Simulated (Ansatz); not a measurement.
Cartesian coordinates in Å:
```
N -0.868 -1.131 -2.404
C -0.687 -0.621 -1.390
Ge -0.356 0.212 0.279
F -1.284 -0.559 1.476
F -0.857 1.834 0.197
C 1.469 0.154 0.778
N 2.582 0.109 1.065
```

Total charge 0; spin multiplicity 1.

Question: List the ωB97M-V/def2-TZVPP orbital energies in eV (Ansatz 0.2.0). (Best estimate.)

Answer: Ansatz gave: Occupied: -10870.43, -1366.08, -1213.82, -1213.82, -1213.81, -678.79, -678.79, -396.49, -396.49, -283.67, -283.66, -178.06, -127.31, -127.31, -127.29, -40.62, -40.40, -40.13, -40.05, -40.05, -36.96, -36.28, -29.58, -29.54, -22.15, -18.59, -17.83, -17.35, -15.98, -15.85, -15.78, -15.55, -14.42, -14.01, -13.86, -13.81, -13.68, -13.59. Lowest empty: -0.42, -0.25, 1.46, 1.66, 1.80, 2.78, 3.65, 4.84.
